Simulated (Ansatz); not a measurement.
The lowest doublet and quartet of C2H3 (SMILES [C]C); geometries from B3LYP-D3(BJ)/def2-TZVP, each state relaxed from the structure named, with no frequency check.
Doublet (charge 0, multiplicity 2):
```json
[
 {"atom": "C", "x (Å)": "0.8865", "y (Å)": "0.1959", "z (Å)": "0.2224"},
 {"atom": "C", "x (Å)": "-0.4694", "y (Å)": "-0.1414", "z (Å)": "-0.1039"},
 {"atom": "H", "x (Å)": "-0.6236", "y (Å)": "-0.8892", "z (Å)": "-0.8944"},
 {"atom": "H", "x (Å)": "-0.7142", "y (Å)": "0.8512", "z (Å)": "-0.5511"},
 {"atom": "H", "x (Å)": "-1.1649", "y (Å)": "-0.2889", "z (Å)": "0.7341"}
]
```
Quartet (charge 0, multiplicity 4):
```xyz
5

C      0.92725     0.09825     0.27195
C     -0.49732    -0.05269    -0.14586
H     -0.59593    -0.86702    -0.87174
H     -0.85795     0.87307    -0.60701
H     -1.12568    -0.27937     0.72221
```

A positive gap puts the quartet lower; no zero-point energy. U- takes an unrestricted doublet. The quartet is unrestricted in single-reference levels. Active spaces average the two states.

Correlated levels freeze the cores.

Programs: Ansatz (a program for electronic structure) with Gaussian orbitals. Values without a source in brackets are computed.

```
level                                     gap E(doublet) − E(quartet), adiabatic (kJ/mol)
----------------------------------------  -----------------------------------------------
U-BHLYP/def2-TZVPP                                                                 -139.3
U-B2PLYP/def2-TZVPP                                                                -138.4
U-MP2/cc-pVQZ (spin-contaminated)                                                   -99.1
U-CCSD(T)/cc-pVQZ (spin-contaminated)                                              -124.5
U-CCSDT/cc-pVDZ (spin-contaminated)                                                -104.5
U-CCSDT(Q)/cc-pVDZ (spin-contaminated)                                             -104.7
SC-NEVPT2 on SA-CASSCF(3,3)/cc-pVDZ                                                -100.4
FIC-NEVPT4(SD) on SA-CASSCF(3,3)/cc-pVTZ                                       (withheld)
FIC-MRCISD+Q on SA-CASSCF(3,3)/cc-pVDZ                                             -102.3
```

Task: Complete the blanks.

Result: 
- FIC-NEVPT4(SD) on SA-CASSCF(3,3)/cc-pVTZ, gap E(doublet) − E(quartet), adiabatic (kJ/mol): -120.0
